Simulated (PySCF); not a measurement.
Method: core-valence-separated Tamm–Dancoff BHandHLYP/aug-pcX-1 (pcseg-1 on H, def2-SVPD on Si) in PySCF, non-relativistic, gas phase, PBE0-D3(BJ)/def2-SVP geometry. Absolute energies from this functional tend to lie a few eV below measured edges; no shift was applied.

Main lines of an unknown, eV (oscillator strength): C K: 284.0 (0.064), 284.1 (0.065), 285.1 (0.028), 285.5 (0.024), 285.5 (0.021); N K: 397.3 (0.063), 397.4 (0.063). Listed: the first five lines at most of each edge with a tenth or more of its strongest line's intensity; roots within 0.03 eV on the same or equivalent atoms are summed. Only the lowest roots were sought, and the top ones are left out.

Question: Which candidate gives them?
A. `N#CCC1C[SiH2]C1`
B. `C1[SiH2][C@H](C=C1)/C=N\[H]`
C. `N#CC[C@@H]1CC[SiH2]1`

Answer: A. 

- `N#CCC1C[SiH2]C1`: C K: 284.0 (0.064), 284.1 (0.065), 285.1 (0.028), 285.5 (0.024), 285.5 (0.021); N K: 397.3 (0.063), 397.4 (0.063). First C line listed at 284.0 eV, hole on the nitrile carbon (1s→π*); first N line listed at 397.3 eV, hole on the nitrile nitrogen (1s→π*).
- `[H]/N=C\[C@H]1C=CC[SiH2]1`: C K: 282.8 (0.056), 282.8 (0.068), 283.2 (0.071), 285.4 (0.012), 285.9 (0.023); N K: 396.1 (0.058), 399.8 (0.016). First C line listed at 282.8 eV, hole on the alkene CH carbon (1s→π*); first N line listed at 396.1 eV, hole on the imine nitrogen.
- `N#CC[C@@H]1CC[SiH2]1`: C K: 284.1 (0.130), 285.5 (0.020), 285.5 (0.020), 285.7 (0.023), 285.8 (0.024); N K: 397.3 (0.063), 397.4 (0.063). First C line listed at 284.1 eV, hole on the nitrile carbon (1s→π*); first N line listed at 397.3 eV, hole on the nitrile nitrogen (1s→π*).

One conformer each; other structures than these candidates weren't tested.

The values belong to the conformer `[N:1]#[C:2][CH2:3][CH:4]1[CH2:5][SiH2:6][CH2:7]1`: C2–C3–C4–C5 62°.
